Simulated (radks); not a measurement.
Nd3+, configuration [Xe] 4f3 (the NIST ground configuration).

Calculated with a radial shooting solver on a logarithmic mesh with Libxc functionals: scalar-relativistic Kohn-Sham, AM05, spin-polarised, spherical densities, point nucleus; open shells are filled with parallel spins first (spin-orbit coupling, left out, can overturn this in heavy ions).

Energy parts (hartree):
part                       energy
total                  -9615.9961
kinetic                10233.2396
electron-nucleus      -23299.2607
Hartree                 3664.6419
exchange-correlation    -214.6169

Orbitals (lengths in bohr, moments of r in powers of bohr; <r^-3> diverges for s and p1/2):
orbital  occ.  eigenvalue (hartree)  <r^-3>      <r>
1s up       1             -1594.672       -  0.02364
1s down     1             -1594.672       -  0.02364
2s up       1             -258.9118       -   0.1010
2s down     1             -258.9110       -   0.1010
2p up       3             -231.6329    9006  0.08883
2p down     3             -231.6323    9006  0.08883
3s up       1             -57.07738       -   0.2667
3s down     1             -57.04229       -   0.2665
3p up       3             -48.47635    1832   0.2648
3p down     3             -48.44144    1834   0.2646
3d up       5             -36.52665   250.2   0.2419
3d down     5             -36.49942   250.5   0.2418
4s up       1             -12.27731       -   0.6067
4s down     1             -12.18956       -   0.6066
4p up       3              -9.45375   402.4   0.6421
4p down     3              -9.36570   402.4   0.6419
4d up       5              -5.43883   45.48   0.7035
4d down     5              -5.35038   45.45   0.7037
5s up       1              -2.50306       -    1.429
5s down     1              -2.45066       -    1.441
5p up       3              -1.78366   61.65    1.634
5p down     3              -1.74421   59.42    1.652
4f up       3              -1.16777   5.595   0.9633
4f down     0              -1.08801   5.478   0.9843

The highest occupied level is 4f up at -31.777 eV. Summed over all electrons, <r^2> = 37.24 bohr^2, which gives a Langevin (diamagnetic) susceptibility term of -29.5 x 10^-6 cm^3/mol. For comparison, the ionisation energy in NIST's Atomic Spectra Database is 40.60 eV (semi-empirical). In exact Kohn-Sham theory the highest level is minus the ionisation energy, but local and semilocal functionals leave it too shallow, through self-interaction and a potential that decays too fast; potentials with the right tail come closer. The density falls to 0.001 e/bohr^3 at r = 3.37 bohr. Spin moment in Bohr magnetons: 3.
